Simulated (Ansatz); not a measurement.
Results of the Gaussian-basis code of Ansatz.

A structure relaxed at PBE0-D4/def2-TZVP, charge 0, multiplicity 1:

```xyz
11

N    -0.2342    0.7529    2.4645
C    -0.3899    0.9277    1.2209
Ge    0.7381    0.1572   -0.1988
C    -0.3706   -0.9616   -1.3792
Cl   -1.6402    0.0369   -2.1333
H     0.5733    0.1590    2.6668
H    -1.2350    1.5537    0.9154
H     1.3969    1.2494   -1.0558
H     1.8053   -0.7134    0.4974
H     0.2194   -1.4068   -2.1789
H    -0.8633   -1.7550   -0.8192
```

(1) Give its formula and SMILES.

(2) Summarise the bond lengths by kind.

Results:

(1) C2H6ClGeN, `N=[CH][GeH2][CH2]Cl`.

(2) 1 × C–N 1.265 Å; 1 × H–N 1.023 Å; 2 × C–Ge 1.968 to 1.970 Å; 3 × C–H 1.089 to 1.095 Å; 2 × Ge–H 1.537 to 1.543 Å; 1 × C–Cl 1.783 Å.
